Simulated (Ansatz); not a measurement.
Cost and result up the ladder for (MgS)4 cube (Mg₄S₄) (8 atoms). Charge 0, multiplicity 1. Geometry: PBE0-D4/def2-SVP.

Cartesian coordinates in Å:
```
Mg 1.4435 -0.2432 1.0883
Mg -1.4176 -0.9464 0.6497
Mg 0.4010 -0.5830 -1.6813
Mg -0.4270 1.7725 -0.0568
S -0.5146 0.7481 2.1574
S 0.5479 -2.2745 0.0728
S 1.8191 1.2144 -0.8337
S -1.8523 0.3120 -1.3965
```

Ansatz on 4 threads of Arm Neoverse V2 on a shared host. Times are rough, and most runs start from the orbitals of an earlier one. ωB97M-V/def2-TZVP serves as the yardstick here, not as an exact answer. Differences are given only for rows in sets of like size (and for xTB, whose basis is part of the method), since another set adds its own error. Binding counts from free atoms at the same level (Mg singlet, S triplet; other spins of the atoms weren't run), without zero-point energy or a counterpoise term.

LC-ωPBE has ω = 0.4 bohr⁻¹. Correlated methods freeze 24 core orbitals; core or outer-core shells of Mg are correlated, in sets that lack core-valence functions. The rows differ in basis, and correlated rows in double-zeta sets carry the largest basis error.

Correlated methods converge slowly with the basis, most of all in double-zeta sets.

| level | functions | wall time | binding energy per atom (eV) | difference from ωB97M-V/def2-TZVP (eV) |
| --- | --- | --- | --- | --- |
| HF/STO-3G | 72 | 0.4 s | 3.37 | – |
| PBE-D4/def2-SVP | 144 | 2.8 s | 3.09 | – |
| PBE0-D4/def2-SVP | 144 | 4.1 s | 3.06 | – |
| PBE-D4/def2-TZVP (with forces) | 276 | 7 s | 3.06 | 0.07 |
| LC-ωPBE/def2-TZVP | 276 | 8 s | 3.04 | 0.05 |
| MP2/def2-TZVP | 276 | 8.5 s | 3.03 | 0.05 |
| CCSD(T)/def2-SVP | 144 | 9 s | 2.68 | – |
| PBE0-D4/def2-TZVP | 276 | 13 s | 3.04 | 0.06 |
| r2SCAN-D4/def2-TZVP | 276 | 15 s | 3.16 | 0.18 |
| r2SCAN0-D4/def2-TZVP | 276 | 20 s | 3.09 | 0.11 |
| ωB97M-V/def2-TZVP | 276 | 32 s | 2.98 | 0.00 |
